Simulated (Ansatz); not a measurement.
Li12F12 (started as a model of: (LiF)12 cage of four- and six-membered rings). The state is a triplet with charge 0. Geometry PBE0-D4/def2-SVP, that of the neutral singlet; atoms count from 1.

Cartesian coordinates in Å:
```
Li 0.334 -0.114 2.750
F 0.241 1.639 2.334
Li -1.489 1.306 1.943
F -1.418 -0.425 2.449
Li -1.842 -1.645 1.263
F -0.602 -2.744 0.547
Li 1.086 -2.397 0.874
F 1.579 -1.155 2.086
Li 2.619 -0.492 0.769
F 2.197 -1.789 -0.412
F 2.575 1.205 0.328
Li 1.274 2.230 1.045
F 0.602 2.742 -0.549
Li 1.843 1.644 -1.262
Li -1.087 2.397 -0.875
F -2.196 1.790 0.412
Li -2.619 0.492 -0.768
F -2.575 -1.205 -0.326
Li -1.276 -2.229 -1.046
F -1.581 1.154 -2.086
Li 1.489 -1.306 -1.943
F 1.419 0.424 -2.449
Li -0.333 0.115 -2.750
F -0.242 -1.638 -2.333
```

At PBE0-D4/def2-SVP a singlet of charge 0 lies 8.74 eV below the triplet at the same geometry.

Estimate the Mulliken populations from the PBE0/def2-SVP orbitals of Ansatz.


| atom | charge (e) | spin (α − β) |
| --- | --- | --- |
| Li1 | 0.54 | 0.07 |
| F2 | -0.55 | 0.05 |
| Li3 | 0.55 | 0.06 |
| F4 | -0.50 | 0.14 |
| Li5 | 0.41 | 0.21 |
| F6 | -0.47 | 0.18 |
| Li7 | 0.36 | 0.26 |
| F8 | -0.53 | 0.09 |
| Li9 | 0.59 | 0.02 |
| F10 | -0.50 | 0.14 |
| F11 | -0.56 | 0.03 |
| Li12 | 0.58 | 0.02 |
| F13 | -0.54 | 0.07 |
| Li14 | 0.56 | 0.04 |
| Li15 | 0.56 | 0.04 |
| F16 | -0.53 | 0.09 |
| Li17 | 0.58 | 0.03 |
| F18 | -0.53 | 0.08 |
| Li19 | 0.53 | 0.08 |
| F20 | -0.57 | 0.02 |
| Li21 | 0.51 | 0.10 |
| F22 | -0.53 | 0.10 |
| Li23 | 0.59 | 0.02 |
| F24 | -0.54 | 0.06 |
Mulliken values depend strongly on the basis.

Where does the spin sit?

Summed by element: Li 0.95, F 1.05, of 2 unpaired in all. Largest on single atoms: Li7 0.26, Li5 0.21, F6 0.18.

And the Mayer bond orders between heavy atoms (over 0.3)?

Li9–F11 0.31 (1.75 Å); F20–Li23 0.31 (1.75 Å).
